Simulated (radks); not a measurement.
The numbers below are computed, except where a source is named.
Q: Neutral rhenium, configuration [Xe] 4f14 5d3.75 6s2 6p1.25 (fractional occupations, a model configuration). Level of theory: scalar-relativistic Kohn-Sham, r2SCAN, spin-unpolarised, spherical densities, finite nucleus; meta-GGA in the generalised Kohn-Sham scheme; Fermi nuclear charge, rms radius 5.3698 fm (a radial shooting solver on a logarithmic mesh with Libxc functionals). Some entries of the table are withheld. Estimate them.

| orbital | occ. | eigenvalue (hartree) | <1/r> (bohr^-1) | <r> (bohr) |
|---|---|---|---|---|
| 1s | 2 | -2636.270 | 88.72 | 0.01804 |
| 2s | 2 | -458.2316 | 20.78 | 0.07620 |
| 2p | 6 | -399.8570 | 18.75 | 0.06835 |
| 3s | 2 | -106.6232 | 7.707 | 0.1972 |
| 3p | 6 | -89.32904 | 7.094 | 0.1977 |
| 3d | 10 | -69.68016 | 6.689 | 0.1793 |
| 4s | 2 | -22.63110 | 3.270 | 0.4406 |
| 4p | 6 | (1) | 2.970 | 0.4684 |
| 4d | 10 | -9.74614 | 2.646 | 0.5000 |
| 5s | 2 | -3.40531 | 1.292 | 1.035 |
| 5p | 6 | -1.96778 | 1.096 | 1.199 |
| 4f | 14 | -1.78204 | 2.165 | 0.5794 |
| 5d | 3.75 | -0.34486 | 0.7339 | (2) |
| 6s | 2 | -0.30938 | 0.4369 | 2.909 |
| 6p | 1.25 | -0.09678 | 0.3145 | 4.014 |

A: 
(1) 4p eigenvalue (hartree): -16.93379
(2) 5d <r> (bohr): 1.792
